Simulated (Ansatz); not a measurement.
System: C$_{3}$H$_{11}$ClOSi$_{2}$ (charge 0, singlet). 
Structure (B3LYP-D3(BJ)/def2-TZVP (Ansatz, an electronic-structure program) minimum search):
```
Si
O 1 1.6661
Si 2 1.6137 1 144.40
H 3 1.4724 2 109.79 1 146.64
H 3 1.4745 4 111.78 2 -123.75
C 1 1.8654 2 106.42 3 162.33
H 6 1.0920 1 110.97 2 59.41
H 6 1.0920 7 107.94 1 121.94
H 6 1.0927 7 107.89 8 116.36
C 1 1.8663 2 108.17 3 -77.88
H 10 1.0918 1 110.76 2 60.81
H 10 1.0922 11 107.96 1 121.77
H 10 1.0927 11 108.01 12 116.40
C 1 1.8686 2 108.45 3 42.46
H 14 1.0922 1 110.93 2 -61.33
H 14 1.0924 15 108.02 1 -122.11
H 14 1.0927 15 107.79 16 -116.17
Cl 3 2.0752 4 107.27 5 -116.34
```
Charge 0, spin multiplicity 1.

Wanted: atomisation energy (electronic, to ground-state atoms); the coupled-cluster value holds the core correlation from cc-pwCVTZ, in kcal/mol. Valence correlation only, unless marked. UHF or UKS for open shells. No spin-orbit coupling. Non-relativistic. CBS marks a two-point X^-3 extrapolation of the correlation energy; Hartree-Fock from the larger set. The bracket is a focal-point correction in the basis named.

Level to compare with: RI-MP2/CBS(aug-cc-pV(T+d)Z,aug-cc-pV(Q+d)Z)+[CCSD(T)-MP2]/aug-cc-pV(T+d)Z plus the core term (Ansatz), 1644.0 kcal/mol. It is a level with limits of its own, and the differences hold the functionals' basis error too.

Q: Rank these functionals by how close they come to RI-MP2/CBS(aug-cc-pV(T+d)Z,aug-cc-pV(Q+d)Z)+[CCSD(T)-MP2]/aug-cc-pV(T+d)Z, closest first: r2SCAN0/def2-TZVPD (Ansatz); wB97X/def2-TZVPD (Ansatz); r2SCAN/def2-TZVPD (Ansatz).

A: r2SCAN/def2-TZVPD (meta-GGA, 1634.2 kcal/mol, difference -9.8), wB97X/def2-TZVPD (range-separated hybrid, 1632.9 kcal/mol, difference -11.1), r2SCAN0/def2-TZVPD (hybrid meta-GGA, 1619.0 kcal/mol, difference -25.0)
